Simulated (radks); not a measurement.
Problem. The table gives one normalised radial function P(r) = r R(r) (large component) of I5+ in [Kr] 4d10 5s1 5p(1/2: 1, 3/2: 0) (r in bohr). All-electron calculation, Dirac Kohn-Sham, PBE, spin-unpolarised, spherical densities, finite nucleus; Fermi nuclear charge, rms radius 4.75 fm. Program: a radial shooting solver on a logarithmic mesh with Libxc functionals.

| r | P |
|---|---|
| 0.002888 | 0.0656 |
| 0.003821 | 0.0803 |
| 0.005056 | 0.0965 |
| 0.00669 | 0.1128 |
| 0.008852 | 0.1269 |
| 0.01171 | 0.1348 |
| 0.0155 | 0.1307 |
| 0.02034 | 0.1084 |
| 0.02691 | 0.0602 |
| 0.03561 | -0.0158 |
| 0.04712 | -0.1099 |
| 0.06234 | -0.1931 |
| 0.08249 | -0.2171 |
| 0.1091 | -0.1339 |
| 0.1433 | 0.0515 |
| 0.1895 | 0.2599 |
| 0.2508 | 0.3156 |
| 0.3318 | 0.0981 |
| 0.4391 | -0.2840 |
| 0.5809 | -0.4913 |
| 0.7686 | -0.2482 |
| 1.009 | 0.3126 |
| 1.335 | 0.8055 |
| 1.766 | 0.8805 |
| 2.337 | 0.5804 |
| 3.092 | 0.2305 |
| 4.091 | 0.0497 |
| 5.413 | 0.0049 |

Which n and l does it have? It may be an empty orbital.

Solution. n = 5, l = 0: the number of nodes gives n - l - 1 = 4, the rise at small r points to l (this Dirac orbital starts outside the nucleus as r^gamma with gamma = sqrt((l + 1)^2 - (Z/c)^2) = 0.92; the j = 1/2 orbital of l + 1 starts with the same power, but with a smaller coefficient, and then steepens), and the extent must fit the shell. The curve is that of 5s1/2. 5s1/2: eigenvalue -69.605 eV, 4 radial nodes at r = 0.0338, 0.134, 0.358, 0.875 bohr, <r> = 1.74 bohr, 90 % of the charge inside 2.47 bohr.
